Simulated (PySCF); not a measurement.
SMILES c1cc[c](c(c1)OC)[GeH3], GFN2-xTB optimised geometry.

```
19

C     -2.58    -1.81     0.00
O     -1.18    -1.65     0.00
C     -0.65    -0.39     0.00
C     -1.37     0.79     0.00
C     -0.67     1.99     0.00
C      0.71     2.01     0.00
C      1.42     0.81     0.00
C      0.74    -0.39     0.00
Ge     1.53    -2.17     0.00
H     -2.76    -2.88    -0.01
H     -3.02    -1.36    -0.90
H     -3.03    -1.36     0.89
H     -2.45     0.80     0.00
H     -1.22     2.92     0.00
H      1.25     2.95     0.00
H      2.50     0.81     0.00
H      1.14    -2.95     1.21
H      1.13    -2.95    -1.21
H      3.03    -2.05     0.00
```

Density from PBE0/def2-SVP (PySCF) at that geometry.

Minimum of the electron density along straight lines between bonded atoms, close to the bond critical point (lines longer than 1.1 times the sum of covalent radii, or with two minima, are not listed):

```csv
bond,length / Å,ρ at the minimum / e bohr⁻³,∇²ρ there / e bohr⁻⁵,position (fraction from the first atom)
C1–O2,1.405,0.256,-0.31,0.34
O2–C3,1.365,0.282,-0.28,0.67
C3–C4,1.384,0.312,-0.80,0.52
C4–C5,1.388,0.308,-0.78,0.50
C5–C6,1.382,0.313,-0.80,0.50
C6–C7,1.387,0.310,-0.79,0.50
C3–C8,1.396,0.310,-0.80,0.52
C7–C8,1.381,0.311,-0.78,0.50
C8–Ge9,1.943,0.130,0.08,0.53
C1–H10,1.088,0.285,-1.11,0.64
C1–H11,1.095,0.280,-1.06,0.64
C1–H12,1.095,0.280,-1.06,0.64
C4–H13,1.080,0.282,-1.06,0.63
C5–H14,1.080,0.284,-1.08,0.63
C6–H15,1.080,0.283,-1.07,0.63
C7–H16,1.082,0.283,-1.08,0.63
Ge9–H17,1.491,0.143,0.09,0.59
Ge9–H18,1.491,0.143,0.08,0.59
Ge9–H19,1.499,0.140,0.09,0.59
```
